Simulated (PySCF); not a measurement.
# Shieldings and the share of exact exchange

Molecule: `FB(OC)P`, CH5BFOP.

Mapped SMILES: `[CH3:1][O:2][B:3]([F:4])[PH2:5]` (H(Xn): hydrogen on atom n).

GIAO shieldings (ppm, equivalent atoms averaged) in PySCF 2.14.0 with density-fitted response routines on the PBE0-D3(BJ)/def2-SVP geometry, basis pcSseg-2, gas phase, non-relativistic:

| functional | exact exchange (%) | σ(C1) | σ(O2) | σ(B3) | σ(F4) |
| --- | --- | --- | --- | --- | --- |
| BLYP | 0 | 121.8 | 187.0 | 57.5 | 227.6 |
| BP86 | 0 | 125.8 | 190.5 | 60.9 | 225.8 |
| PBE | 0 | 126.2 | 189.3 | 60.2 | 223.7 |
| B3LYP | 20 | 126.9 | 200.0 | 61.7 | 242.9 |
| mPW1PW91 | 25 | 131.2 | 205.1 | 65.2 | 244.6 |
| BHandHLYP | 50 | 133.5 | 217.5 | 68.0 | 263.2 |
| HF | 100 | 143.4 | 243.8 | 79.8 | 292.0 |

Task: Fit each shielding as a line in the percentage of exact exchange.

Result: σ(C1) = 124.6 + 0.19 x (rms 1.6 ppm); σ(O2) = 189.4 + 0.55 x (rms 1.3 ppm); σ(B3) = 59.2 + 0.20 x (rms 1.3 ppm); σ(F4) = 227.0 + 0.67 x (rms 2.1 ppm). The functionals also differ in their semilocal parts, which the line can't hold; Hartree–Fock has no correlation at all.

Task: What does the line predict for PBE0 (25 %), and what does the run give?

Result: σ(C1): 129.3 predicted, 132.0 computed; σ(O2): 203.2 predicted, 205.1 computed; σ(B3): 64.2 predicted, 65.2 computed; σ(F4): 243.8 predicted, 243.4 computed ppm.
